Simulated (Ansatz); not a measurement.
The same path of CH$_{9}$ClSi$_{2}$Sn (14 atoms, charge 0, multiplicity 1) was run twice with different band settings. The coordinate that changes most is the dihedral H10–Si2–Sn3–Si4.

Method: RHF/def2-SVP in Ansatz 0.2.0.

Relaxed end points:

```xyz
14
Properties=species:S:1:pos:R:3
C -2.312 -0.213 -0.734
Si -1.001 -1.454 -0.184
Sn 0.891 -0.222 1.114
Si 2.437 1.373 -0.239
Cl -0.304 1.217 2.615
H -1.899 0.505 -1.446
H -2.693 0.341 0.125
H -3.149 -0.724 -1.215
H -0.394 -2.146 -1.350
H -1.579 -2.481 0.715
H 1.800 -1.244 2.142
H 3.271 0.573 -1.169
H 1.605 2.314 -1.026
H 3.315 2.131 0.680
```

```xyz
14
Properties=species:S:1:pos:R:3
C -2.727 -0.845 -0.070
Si -0.967 -0.922 -0.749
Sn 0.675 0.322 0.843
Si 2.990 1.043 -0.094
Cl -0.466 2.374 1.332
H -3.023 0.191 0.101
H -2.806 -1.383 0.877
H -3.429 -1.293 -0.777
H -0.878 -0.271 -2.079
H -0.505 -2.327 -0.893
H 0.830 -0.437 2.371
H 3.800 -0.167 -0.380
H 2.794 1.803 -1.350
H 3.697 1.884 0.897
```

Common settings: movable images 5; climbing image yes; spring 5.0 eV/Å²; start path through a guess of the saddle point; force threshold 0.05 eV/Å; iteration limit 60; end points relaxed.

| run | optimiser | largest step |
| --- | --- | --- |
| 1 | quadratic models (default) | default |
| 2 | fire | 0.5 Å |

(1) What does each run give, and how far can it be trusted?

Results:

(1) Run 1: converged after 9 iterations, highest image 0.013 eV above the first end. A vibrational analysis at the climbing image gives no mode beyond 40i cm⁻¹: the surface is too flat there to confirm a saddle point.
Run 2: converged after 40 iterations, highest image 0.031 eV above the first end. The order of the stationary point at the top wasn't checked.
